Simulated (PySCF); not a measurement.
Diisopropyl selenide, SMILES CC(C)[Se]C(C)C (C6H14Se), GFN2-xTB optimised geometry.

```
21

C     -0.52     1.90     1.34
C     -0.90     1.29     0.00
C     -2.35     1.54    -0.35
Se    -0.59    -0.69     0.00
C      1.41    -0.69     0.00
C      1.94    -1.12     1.36
C      1.92    -1.59    -1.12
H     -1.13     1.48     2.13
H     -0.67     2.98     1.31
H      0.53     1.71     1.57
H     -0.25     1.67    -0.79
H     -2.61     1.09    -1.30
H     -2.54     2.62    -0.41
H     -3.01     1.12     0.42
H      1.68     0.35    -0.20
H      1.55    -0.49     2.15
H      1.65    -2.15     1.56
H      3.03    -1.06     1.37
H      1.53    -1.26    -2.08
H      1.60    -2.62    -0.95
H      3.01    -1.56    -1.16
```

Density from CAM-B3LYP/def2-SVP (PySCF 2.14.0) at that geometry.

Minimum of the electron density along straight lines between bonded atoms, close to the bond critical point (lines longer than 1.1 times the sum of covalent radii, or with two minima, are not listed):

```csv
bond,length / Å,ρ at the minimum / e bohr⁻³,∇²ρ there / e bohr⁻⁵,position (fraction from the first atom)
C1–C2,1.517,0.251,-0.59,0.49
C2–C3,1.519,0.250,-0.59,0.51
C2–Se4,2.004,0.137,-0.14,0.48
Se4–C5,2.007,0.136,-0.14,0.52
C5–C6,1.518,0.251,-0.59,0.51
C5–C7,1.519,0.250,-0.59,0.51
C1–H8,1.088,0.277,-1.03,0.63
C1–H9,1.089,0.275,-1.01,0.63
C1–H10,1.088,0.277,-1.02,0.63
C2–H11,1.095,0.278,-1.03,0.63
C3–H12,1.089,0.277,-1.04,0.63
C3–H13,1.089,0.275,-1.01,0.63
C3–H14,1.089,0.277,-1.02,0.63
C5–H15,1.094,0.278,-1.03,0.63
C6–H16,1.088,0.278,-1.04,0.63
C6–H17,1.088,0.277,-1.03,0.63
C6–H18,1.090,0.275,-1.01,0.63
C7–H19,1.088,0.278,-1.04,0.63
C7–H20,1.089,0.276,-1.02,0.63
C7–H21,1.089,0.275,-1.01,0.63
```
